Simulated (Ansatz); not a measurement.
Cost and result for the atomization energy of CH₄ClOSSi, SMILES `CO[Si](S)Cl` radical (9 atoms, 8 bonds).

Cartesian coordinates in Å:
```
C -1.316 -0.173 -0.838
O -0.692 -0.552 0.374
Si 0.910 -0.526 0.678
S 1.599 1.471 0.308
Cl 1.090 -1.093 2.646
H -2.375 -0.021 -0.631
H -0.894 0.755 -1.236
H -1.211 -0.961 -1.588
H 2.890 1.099 0.286
```

The species carries charge 0 and has multiplicity 2. Geometry: relaxed with PBE0-D4/def2-TZVP. It is one conformer, not always the lowest. Program: Ansatz. Hardware: A = 2 threads of an AMD EPYC 7R13 on a shared host; B = 2 threads of an AMD EPYC 7R13 on a shared host and a share of an NVIDIA H100 80 GB. Times are those of one run each, without the atoms' runs, and a repeat can differ threefold. Electronic energies, without spin–orbit coupling; frozen cores. CCSD(T)/CBS adds CCSD(T) − MP2 in def2-TZVPP to the MP2 limit, and its time is that of the two runs behind it. T1 = 0.014; ⟨S²⟩ of the reference is 0.76. B3LYP takes the VWN-RPA correlation (the form of Gaussian; ORCA's B3LYP/G).

CCSD(T)/CBS is a level of theory with its own doubt, some kJ/mol a heavy atom from the limit and from the frozen cores, so smaller differences don't rank the functionals.

| level | functions | wall time |
| --- | --- | --- |
| PBE-D4/def2-TZVPP (with forces) [A] | 244 | 5.5 s |
| MP2/def2-QZVPP [B] | 444 | 6.5 s |
| PBE0-D4/def2-TZVPP [A] | 244 | 11 s |
| r2SCAN-D4/def2-TZVPP (with forces) [A] | 244 | 11 s |
| B3LYP-D4/def2-TZVPP (with forces) [A] | 244 | 12 s |
| B2PLYP/def2-TZVPP [A] | 244 | 13 s |
| CCSD(T)/def2-TZVPP [B] | 244 | 16 s |
| ωB97X-V/def2-TZVPP [A] | 244 | 22 s |
| CCSD(T)/CBS(def2) | – | 23 s |
| ωB97M-V/def2-TZVPP (with forces) [A] | 244 | 28 s |

(1) What atomization energy does each give, and how far from CCSD(T)/CBS? (An estimate is asked.)

Results:

(1) The calculation gave: 
| level | atomization (kJ/mol) | difference from CCSD(T)/CBS | per bond |
| --- | --- | --- | --- |
| PBE-D4/def2-TZVPP (with forces) [A] | 3216.4 | 71.9 | 9.0 |
| MP2/def2-QZVPP [B] | 3179.8 | 35.3 | 4.4 |
| PBE0-D4/def2-TZVPP [A] | 3152.2 | 7.7 | 1.0 |
| r2SCAN-D4/def2-TZVPP (with forces) [A] | 3176.7 | 32.2 | 4.0 |
| B3LYP-D4/def2-TZVPP (with forces) [A] | 3132.4 | -12.1 | -1.5 |
| B2PLYP/def2-TZVPP [A] | 3094.6 | -49.9 | -6.2 |
| CCSD(T)/def2-TZVPP [B] | 3042.5 | -102.0 | -12.8 |
| ωB97X-V/def2-TZVPP [A] | 3158.7 | 14.2 | 1.8 |
| CCSD(T)/CBS(def2) | 3144.5 | 0.0 | 0.0 |
| ωB97M-V/def2-TZVPP (with forces) [A] | 3157.8 | 13.3 | 1.7 |

In def2-TZVPP, CCSD(T) changes the Hartree–Fock value by +790.4 kJ/mol (the triples alone add +56.1 kJ/mol) and MP2 by +866.8 kJ/mol; breaking electron pairs costs correlation energy, which Hartree–Fock lacks. The D4 term adds +41.3 kJ/mol with B3LYP and +21.6 kJ/mol with PBE0; it sums over pairs of atoms, weighted by their polarisabilities, and B3LYP, whose exchange is more repulsive, gets the larger term. From PBE to PBE0 (25 % exact exchange), in def2-TZVPP and without D4, the atomization energy moves by −60.5 kJ/mol: exact exchange takes away binding that semilocal exchange gives to molecules.
